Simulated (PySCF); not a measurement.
**Towards the basis-set limit for CaF**

State: ²Σ⁺, doublet, unpaired electrons σ ↑. De refers to Ca + F. ROHF-based CCSD(T) in PySCF 2.14 with Ca cc-pwCVDZ-X2C, F aug-cc-pVDZ-DK and Ca cc-pwCVTZ-X2C, F aug-cc-pVTZ-DK (frozen core orbitals: 6; spin-free X2C with a Gaussian nucleus). Correlation energies are extrapolated as n⁻³ (n = 2, 3), Hartree–Fock as (n+1)·exp(−9√n). CV is the change on freezing 5 orbitals instead, in Ca cc-pwCVTZ-X2C, F cc-pCVTZ-DK.

```csv
Level,Re (Å),ωe (cm⁻¹),ωexe (cm⁻¹),αe (cm⁻¹),De (eV)
CCSD(T)/DZ,1.9989,573.9,3.03,0.00241,5.162
CCSD(T)/TZ,1.9665,580.4,2.89,0.00243,5.403
HF/CBS,1.9783,580.9,2.78,0.00233,4.317
MP2/CBS,1.9578,580.5,2.87,0.00245,5.854
CCSD/CBS,1.9593,586.4,2.87,0.00241,5.378
CCSD(T)/CBS,1.9578,585.2,2.90,0.00244,5.499
CCSD(T)/CBS+CV,1.9574,585.5,2.90,0.00244,5.505
```

How much is left between CCSD(T)/TZ and the basis-set limit, and how much do the triples give at the limit?

CCSD(T)/CBS less CCSD(T)/TZ: -8.7 mÅ in Re, +4.8 cm⁻¹ in ωe and +0.096 eV in De. CCSD(T)/CBS less CCSD/CBS: -1.5 mÅ in Re, -1.2 cm⁻¹ in ωe and +0.121 eV in De.

What do the later terms add?

CV: -0.4 mÅ in Re, +0.3 cm⁻¹ in ωe and +0.006 eV in De, each against the row above.

The T1 diagnostic is 0.017. The state was picked by a PBE0 search and need not be the measured ground state. Spin–orbit coupling, excitations beyond (T) and corrections to the Born–Oppenheimer picture are left out.

The whole job (state search and all basis sets along the bond) took about 34 min on 4 threads of Arm Neoverse V2 (shared host), peak memory 8 GiB.
